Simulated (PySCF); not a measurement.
These compounds are isomers of formula C$_{5}$H$_{9}$N$_{3}$.

A. `CCc1nncn1C`
B. SMILES CCn1nncc1C
C. SMILES CCc1cnn(C)n1
D. SMILES CCc1cnnn1C
E. SMILES Cc1nnn(C)c1C
F. SMILES C(C)(C)c1cnn[nH]1

Spectrum 1. ¹H NMR (500 MHz, computed): δ 7.54 (s, 1H), 4.09 (s, 3H), 2.81 (q, 2H), 1.21 (t, 3H). ¹³C{¹H} NMR (computed): δ 144.7 (C), 136.5 (CH), 34.4 (CH3), 21.0 (CH2), 18.1 (CH3).

Spectrum 2. ¹H NMR (500 MHz, computed): δ 7.37 (s, 1H), 4.19 (s, 3H), 2.81 (q, 2H), 1.24 (t, 3H). ¹³C{¹H} NMR (computed): δ 156.8 (C), 135.8 (CH), 41.4 (CH3), 23.8 (CH2), 20.2 (CH3).

Spectrum 3. ¹H NMR (500 MHz, computed): δ 3.98 (s, 3H), 2.49 (s, 3H), 2.36 (s, 3H). ¹³C{¹H} NMR (computed): δ 144.5 (C), 134.8 (C), 34.9 (CH3), 12.8 (CH3), 10.0 (CH3).

Spectrum 4. ¹H NMR (500 MHz, computed): δ 7.51 (s, 1H), 4.38 (q, 2H), 2.43 (s, 3H), 1.39 (t, 3H). ¹³C{¹H} NMR (computed): δ 137.5 (CH), 137.0 (C), 44.2 (CH2), 18.6 (CH3), 10.6 (CH3).

Spectrum 5. ¹H NMR (500 MHz, computed): δ 7.62 (s, 1H), 3.69 (s, 3H), 2.90 (q, 2H), 1.25 (t, 3H). ¹³C{¹H} NMR (computed): δ 158.4 (C), 147.1 (CH), 30.8 (CH3), 22.6 (CH2), 16.1 (CH3).

Spectrum 6. ¹H NMR (500 MHz, computed): δ 10.68 (br s, 1H), 7.64 (s, 1H), 2.85 (sept, 1H), 1.37 (d, 6H). ¹³C{¹H} NMR (computed): δ 150.9 (C), 131.4 (CH), 29.6 (CH), 27.1 (CH3).

Non-relativistic, in vacuum, rapidly exchanging positions averaged, one conformer. GFN2-xTB structure; shielding tensors at PBE0/pcSseg-1 (GIAO); PySCF.

References, each an isolated molecule treated in the same way: ¹H and ¹³C against TMS. Where no couplings were computed, multiplicities follow the n + 1 count of equivalent neighbours, and m marks all less simple cases (inequivalent or close neighbours, rings, F or P nearby). Shifts are as computed. Against solution values, carbons near 30 ppm lie about +3 ppm off and those near 130 ppm about +5 ppm. Of 1211 compounds with measured shifts, 218 miss one by over three times the rms of a fit or turn the order of signals round; such compounds aren't used in these exercises. OH and NH positions are gas-phase values without hydrogen bonding to other molecules.

Match each spectrum to its structure.

Results:

1–D, 2–C, 3–E, 4–B, 5–A, 6–F.

- Spectrum 1 (D): 5 ¹³C signals; δC 34.4 is a methyl carbon bonded to N; δC 21.0 is an sp3 CH2 on an aromatic ring.
- Spectrum 2 (C): 5 ¹³C signals; δC 41.4 is a methyl carbon bonded to N; δC 23.8 is an sp3 CH2 on an aromatic ring.
- Spectrum 3 (E): 5 ¹³C signals; δC 34.9 is a methyl carbon bonded to N; δC 12.8 is a methyl carbon on an aromatic ring.
- Spectrum 4 (B): 5 ¹³C signals; δC 44.2 is an sp3 CH2 bonded to N; δC 18.6 is a methyl carbon.
- Spectrum 5 (A): 5 ¹³C signals; δC 30.8 is a methyl carbon bonded to N; δC 22.6 is an sp3 CH2 on an aromatic ring.
- Spectrum 6 (F): 4 ¹³C signals; δC 29.6 is an sp3 CH on an aromatic ring; δC 27.1 is a methyl carbon.
